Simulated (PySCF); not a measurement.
# SiCl3: fields on a plane

Method: PySCF, UPBE0, basis Si def2-SVP, Cl def2-SVP (no relativity, density fitting).

The doublet minimum has Si–Cl 2.060 Å (×3); Cl–Si–Cl 109.2° (×3).

The plane holds Si1 at (0.00, 0.00), Cl2 at (2.06, 0.00), Cl3 at (-0.68, 1.94) Å. Columns run from x = -2.55 to 4.35 Å, rows from y = 4.35 (top) to -1.95 Å, in steps of 0.3 Å. Other isomers or separated fragments may lie lower.

Q: Give the electron localisation function (set to 0 where the density is under 0.005 e/Å³). Lower edges of the bins: '0' 0.000, '1' 0.090, '2' 0.180, '3' 0.270, '4' 0.360, '5' 0.451, '6' 0.541, '7' 0.631, '8' 0.721, '9' 0.811; top 0.90.

A: 
```
000000000000000000000000
000000000000000000000000
000011222100000000000000
001234455431000000000000
013456777653100000000000
135689999875200000000000
246898689986300000000000
368991517996200000000000
368991292985000122000000
368991615972001555420000
257898569851026787642000
035678999742258999763100
002346762124689999974200
000124303404896118975200
000123149932980992985200
000134149932980992985200
000136404404896118975200
000135751125689999974200
000013576533468999863100
000011344321146787642000
000000112110014565420000
000000000000001222000000
```

Q: Give the spin density (e/Å³) (cut at ±0.5 e/Å³). Lower edges of the bins (e/Å³): '_' -0.015, '.' 0.030, ':' 0.076, '-' 0.122, '=' 0.167, '+' 0.213, '*' 0.258, '#' 0.304, '%' 0.350, '@' 0.395; top 0.44, each point printed twice.

A: 
```
________________________________________________
________________________________________________
________________________________________________
________________________________________________
________________________________________________
________________________________________________
____________....________________________________
________________________________________________
________________________________________________
__________..____________________________________
__________..::..________________________________
________________________________________________
________________________________________________
__________________________________..____________
__________....__::________....____....__________
__________..::..@@--______....::________________
__________..::--..__..______....________________
__________..::----::..__________________________
____________....::....__________________________
________________..______________________________
________________________________________________
________________________________________________
```
